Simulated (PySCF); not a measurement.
CsI. Atoms are numbered in the order given.

```xyz
2

Cs     0.0000     0.0000    -1.6589
I      0.0000     0.0000     1.7215
```
Charge 0, spin multiplicity 1.

Geometry: B3LYP-D3(BJ)/def2-TZVPD. The def2 effective core potentials stand for the cores of Cs, I; spin–orbit coupling is left out.

Method: TDA-B3LYP/def2-TZVPD run with PySCF 2.14.0.

Vertical excitations; the highest root listed may be one member of a degenerate set. The molecule is in vacuum. State labels are in the subgroup C2v.

**Question.** Estimate the UV-visible absorptions. (Estimate from the structure and the level; the computed values follow.)

**Answer.** 
```json
[
 {"state": "S1", "symmetry": "B2", "energy (eV)": "2.91", "λ (nm)": "425", "f": "0.007", "main pairs": "HOMO→LUMO (degenerate set)"},
 {"state": "S2", "symmetry": "B1", "energy (eV)": "2.91", "λ (nm)": "425", "f": "0.007", "main pairs": "HOMO−1→LUMO (degenerate set)"},
 {"state": "S3", "symmetry": "A1", "energy (eV)": "3.21", "λ (nm)": "386", "f": "0.099", "main pairs": "HOMO−2→LUMO 97 %"},
 {"state": "S4", "symmetry": "A1", "energy (eV)": "4.21", "λ (nm)": "295", "f": "0.006", "main pairs": "HOMO−1→LUMO+1, HOMO→LUMO+2 (degenerate set)"},
 {"state": "S5", "symmetry": "B2", "energy (eV)": "4.21", "λ (nm)": "295", "f": "0.031", "main pairs": "HOMO→LUMO+3 (degenerate set)"},
 {"state": "S6", "symmetry": "B1", "energy (eV)": "4.21", "λ (nm)": "295", "f": "0.031", "main pairs": "HOMO−1→LUMO+3 (degenerate set)"},
 {"state": "S7", "symmetry": "A1", "energy (eV)": "4.21", "λ (nm)": "295", "f": "0.000", "main pairs": "HOMO→LUMO+2, HOMO−1→LUMO+1 (degenerate set)"},
 {"state": "S8", "symmetry": "A2", "energy (eV)": "4.21", "λ (nm)": "295", "f": "0.000", "main pairs": "HOMO−1→LUMO+2, HOMO→LUMO+1 (degenerate set)"},
 {"state": "S9", "symmetry": "A2", "energy (eV)": "4.23", "λ (nm)": "293", "f": "0.000", "main pairs": "HOMO→LUMO+1 50 %, HOMO−1→LUMO+2 50 %"},
 {"state": "S10", "symmetry": "A1", "energy (eV)": "4.37", "λ (nm)": "284", "f": "0.025", "main pairs": "HOMO−2→LUMO+3 97 %"},
 {"state": "T1", "symmetry": "B1", "energy (eV)": "2.89", "λ (nm)": "429", "f": "0", "main pairs": "HOMO−1→LUMO (degenerate set)"},
 {"state": "T2", "symmetry": "B2", "energy (eV)": "2.89", "λ (nm)": "429", "f": "0", "main pairs": "HOMO→LUMO (degenerate set)"},
 {"state": "T3", "symmetry": "A1", "energy (eV)": "3.06", "λ (nm)": "405", "f": "0", "main pairs": "HOMO−2→LUMO 99 %"},
 {"state": "T4", "symmetry": "B2", "energy (eV)": "4.18", "λ (nm)": "297", "f": "0", "main pairs": "HOMO→LUMO+3 97 %"}
]
```
Triplets are in the Tamm–Dancoff approximation.
